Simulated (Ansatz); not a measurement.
Kohn–Sham single points on `CC([SiH3])[SiH3]`.

```yaml
crystal:
  periodic: [false, false, false]
  atoms:
    - {symbol: C, position_ang: [-0.855315, 1.218996, -0.522857]}
    - {symbol: C, position_ang: [-0.386843, 0.003506, 0.288895]}
    - {symbol: Si, position_ang: [1.225034, 0.356884, 1.183012]}
    - {symbol: Si, position_ang: [-0.264195, -1.530541, -0.785413]}
    - {symbol: H, position_ang: [-0.972164, 2.105242, 0.107317]}
    - {symbol: H, position_ang: [-1.816522, 1.033385, -1.010593]}
    - {symbol: H, position_ang: [-0.136558, 1.471473, -1.307888]}
    - {symbol: H, position_ang: [-1.123747, -0.229052, 1.069636]}
    - {symbol: H, position_ang: [1.077101, 1.558632, 2.050710]}
    - {symbol: H, position_ang: [2.306617, 0.626971, 0.196263]}
    - {symbol: H, position_ang: [1.629706, -0.797257, 2.029898]}
    - {symbol: H, position_ang: [0.126341, -2.717892, 0.021297]}
    - {symbol: H, position_ang: [0.752280, -1.323979, -1.853337]}
    - {symbol: H, position_ang: [-1.574639, -1.805568, -1.438138]}
basis:
  gaussian: {orbitals: def2-TZVPP}
hamiltonian: {xc: pbe0, dispersion: d4}
output: {orbitals: {seedname: orbitals}}
```

```sh
$ ansatz run in.yaml --threads 4 --pin off --events-out ev --progress --plain --max-ram 10444MiB
```

Shortened log:

```
Functional definition: PBE0
1532 factors; their error is unknown
mean field evaluation 1: about -17976.6895 eV, gradient 5.6e1 eV
mean field evaluation 2: about -17969.5914 eV, gradient 7.4e1 eV
mean field evaluation 4: about -17984.0372 eV, gradient 2.8e0 eV
mean field evaluation 8: about -17984.0552 eV, gradient 2.6e-2 eV
mean field evaluation 16: about -17984.0789 eV, gradient 7.5e-5 eV
mean field -17984.07887643 eV, -660.9027086624 hartree, gradient 7.5e-5 eV, S^2 0.000000; 0 other end points of the search recorded, 0 dependent functions left out
reference -17984.07891525 eV, -660.9027100887 hartree; 25, 25 occupied and 261, 261 virtual orbitals, 1532 factors
Total energy: -17984.34927505 eV, -660.9126456285 hartree
```

Run time 6 s (4 threads of an Arm Neoverse V1 on a shared host); peak host memory 0.77 GiB.

The same input with `hamiltonian: {xc: {name: BLYP}, dispersion: d4}` (abridged; 2.9 s):

```
Functional definition: BLYP
mean field evaluation 16: about -17991.6335 eV, gradient 2.5e-4 eV
mean field -17991.63353378 eV, -661.1803371991 hartree, gradient 4.4e-5 eV, S^2 0.000000
Total energy: -17992.32757417 eV, -661.2058427132 hartree
```

With the line `hamiltonian: {xc: {name: wB97X-V}}` (abridged; 12 s):

```
Functional definition: wB97X-V
mean field evaluation 16: about -17990.6480 eV, gradient 2.3e-5 eV
mean field -17990.64804542 eV, -661.1441211701 hartree, gradient 2.3e-5 eV, S^2 0.000000
Total energy: -17990.64804290 eV, -661.1441210773 hartree
```

With the line `hamiltonian: {xc: pbe, dispersion: d4}` and forces (abridged; 3.6 s):

```
Functional definition: PBE
mean field evaluation 16: about -17981.8268 eV, gradient 6.8e-4 eV
mean field -17981.82684658 eV, -660.8199480917 hartree, gradient 2.2e-5 eV, S^2 0.000000
Total energy: -17982.14535179 eV, -660.8316529423 hartree
Atom 0 force    -0.000303     0.001173    -0.001067 eV/Å
Atom 1 force     0.006356    -0.004425    -0.000334 eV/Å
Atom 2 force     0.046834    -0.014247     0.029980 eV/Å
Atom 3 force     0.015448    -0.054182    -0.011536 eV/Å
Atom 4 force    -0.024010     0.180901     0.118633 eV/Å
Atom 5 force    -0.190126    -0.030075    -0.101362 eV/Å
Atom 6 force     0.131431     0.056867    -0.153922 eV/Å
Atom 7 force    -0.134120    -0.045216     0.144871 eV/Å
Atom 8 force    -0.010978     0.123953     0.087288 eV/Å
Atom 9 force     0.106285     0.029016    -0.096721 eV/Å
Atom 10 force     0.047358    -0.111654     0.087030 eV/Å
Atom 11 force     0.038675    -0.123656     0.074237 eV/Å
Atom 12 force     0.098603     0.020509    -0.106470 eV/Å
Atom 13 force    -0.131452    -0.028965    -0.070627 eV/Å
Dipole moment:    -0.170534     0.113485     0.020165 e Å
```

With the line `hamiltonian: {xc: {name: wB97M-V}}` and forces (abridged; 18 s):

```
Functional definition: wB97M-V
mean field -17990.65520926 eV, -661.1443844363 hartree, gradient 8.7e-5 eV, S^2 0.000000
Total energy: -17990.65527049 eV, -661.1443866866 hartree
Atom 0 force    -0.070496     0.162087    -0.102227 eV/Å
Atom 1 force     0.055292    -0.183493     0.134409 eV/Å
Atom 2 force     0.099768     0.045905     0.073570 eV/Å
Atom 3 force    -0.017429    -0.102607    -0.081592 eV/Å
Atom 4 force     0.008327    -0.062888    -0.050059 eV/Å
Atom 5 force     0.071483     0.017191     0.033550 eV/Å
Atom 6 force    -0.042069    -0.017262     0.048290 eV/Å
Atom 7 force     0.048266     0.022817    -0.058403 eV/Å
Atom 8 force     0.012751    -0.132235    -0.100974 eV/Å
Atom 9 force    -0.120824    -0.030574     0.095368 eV/Å
Atom 10 force    -0.047317     0.122046    -0.097626 eV/Å
Atom 11 force    -0.039259     0.134319    -0.083835 eV/Å
Atom 12 force    -0.104188    -0.012005     0.116892 eV/Å
Atom 13 force     0.145695     0.036699     0.072638 eV/Å
Dipole moment:    -0.165676     0.105673     0.024001 e Å
```

The same input with `hamiltonian: {xc: {name: r2SCANh}, dispersion: d4}` (abridged; 8 s):

```
Functional definition: r2SCANh
mean field evaluation 16: about -17990.5554 eV, gradient 7.7e-5 eV
mean field -17990.55541275 eV, -661.1407169822 hartree, gradient 7.5e-6 eV, S^2 0.000000
Total energy: -17990.64003297 eV, -661.1438267180 hartree
```
